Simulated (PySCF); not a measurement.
CH₇FPSi (charge +1).
Z-matrix (Å and degrees, GFN2-xTB geometry), rows numbered from 1:
```
F 
C   1  1.3924
Si  2  1.9338  1  105.28
P   3  2.3405  2   91.64  1     0.01
H   2  1.0928  1  106.55  3  -122.17
H   2  1.0930  1  106.55  3   122.13
H   3  1.4606  2  115.41  1  -106.98
H   3  1.4606  2  115.38  1   106.93
H   4  1.3726  3  116.93  2    60.08
H   4  1.3724  3  116.85  2   -60.24
H   4  1.3790  3  117.06  2   179.97
```

Computed geometry: GFN2-xTB, gas phase.

Take the most abundant isotopes and a rigid rotor. The values belong to one conformer with, in the numbering `[F:1][CH2:2][SiH2:3][PH3+:4]`, F1–C2–Si3–P4 0°.

Q: Give the principal moments of inertia and the rotational constants in MHz.

A: Ia = 99.05, Ib = 144.22, Ic = 229.13 u·Å²; 505379 MHz·u·Å²/I gives A = 5102, B = 3504, C = 2206 MHz.

Q: What kind of rotor is it?

A: An asymmetric top; Ray's κ = -0.103.

Q: What does the inertial defect say?

A: Not planar: Δ = Ic − Ia − Ib = -14.14 u·Å². For a rigid frame Δ = −2 Σ m c², so Σ m c² = 7.07 u·Å² lies off the ab plane, practically all of it from hydrogen. The atom farthest from that plane is 1.26 Å away.

Q: Give the other two planar moments, Paa and Pbb, and the rms extents of the mass along the axes.

A: Paa = Σ m a² = (Ib + Ic − Ia)/2 = 137.15 and Pbb = Σ m b² = (Ia + Ic − Ib)/2 = 91.98 u·Å². With the mass M = 97.00 u, the rms extents √(P/M) along a, b and c are 1.19, 0.97, 0.27 Å.

Q: Estimate the classical rotational partition function at 200 K, 298.15 K and 500 K.

A: Point group Cs, symmetry number σ = 1; q = (√π/σ)·√((kT/h)³/(ABC)), k/h = 20836.6 MHz/K: 75900 at 200 K, 138000 at 298.15 K, 300000 at 500 K.

No frequency check. No vibrational averaging or centrifugal distortion is included, and the geometry carries the error of its method.
